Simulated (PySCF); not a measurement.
Calculated NMR data

- PBE0/pcSseg-1 with gauge-including orbitals
- coordinates at the GFN2-xTB level
- run in PySCF 2.14
- one averaged value for each set of equivalent atoms, no solvent model, one computed conformer, non-relativistic Hamiltonian

Referencing at the same level of theory: 1H (σref 31.72), 13C (σref 186.93) vs TMS. Splittings of carbon signals by F and P are missing where no couplings were computed. Where no couplings were computed, multiplicities follow the n + 1 count of equivalent neighbours, and m marks all less simple cases (inequivalent or close neighbours, rings, F or P nearby). Shifts are as computed. Against solution values, carbons near 30 ppm lie about +3 ppm off and those near 130 ppm about +5 ppm. Of 1211 compounds with measured shifts, 218 miss one by over three times the rms of a fit or turn the order of signals round; such compounds aren't used in these exercises.

Compound 1 (C₄H₉N₂OP). 1H NMR (400 MHz, computed): δ 8.80 (m, 1H), 5.69 (m, 2H), 2.94 (m, 6H). 13C{1H} NMR (computed): δ 118.9 (CH), 30.0 (CH3). Structure: `CN1C=CN(C)[PH]1=O`.

Compound 2 (C₇H₈N₂O). 1H NMR (400 MHz, computed): δ 10.13 (s, 1H), 7.66 (m, 1H), 6.93 (m, 1H), 6.12 (m, 1H), 6.11 (m, 1H), 5.52 (m, 1H), 5.38 (d, 2H). 13C{1H} NMR (computed): δ 183.8, 143.2, 142.6, 142.1, 128.2, 123.3, 57.1. Structure: SMILES C(=C)Cn1nccc1C=O.
